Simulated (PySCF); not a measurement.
Species: cyclo-(H2SnO)2.
Bonds: Sn1–O4, Sn1–O8, O4–Sn5, Sn5–O8. Hydrogens: H2, H3 on Sn1; H6, H7 on Sn5.

Theory: PBE0-D3(BJ)/def2-SVP geometry optimisation, gas phase, def2 core potentials past Kr (PySCF).

Question: Give the optimised bond lengths and angles.

Answer: 
```json
{"bond": "Sn1–H2 and 3 like bonds", "length (pm)": "171.3"}
{"bond": "Sn1–O4 and 3 like bonds", "length (pm)": "201.1"}
```

Bonds in one row agree within 1 pm and their mean is given. A selection of angles:
```json
{"angle": "H2–Sn1–H3", "degrees": "115.0"}
{"angle": "H2–Sn1–O4", "degrees": "113.3"}
{"angle": "O4–Sn1–O8", "degrees": "85.2"}
{"angle": "Sn1–O4–Sn5", "degrees": "94.8"}
```

Torsions: O8–Sn1–O4–Sn5 0° (synperiplanar); O4–Sn1–O8–Sn5 0° (synperiplanar); Sn1–O4–Sn5–O8 0° (synperiplanar); O4–Sn5–O8–Sn1 0° (synperiplanar).

O4 (oxygen bonded to 2 Sn) is bent (angle 94.8°). Sn1 (tin bonded to 2 O and 2 H) has angles from 85.2° to 115.0°. The 4 heavy atoms lie in one plane (0.004 Å rms). All 4 O–Sn bonds measure 2.010 to 2.011 Å.

Point group: D2h (every atom within 0.08 Å of its image). PBE0-D3(BJ)/def2-SVP frequencies: not computed here. One conformer, not necessarily the lowest.
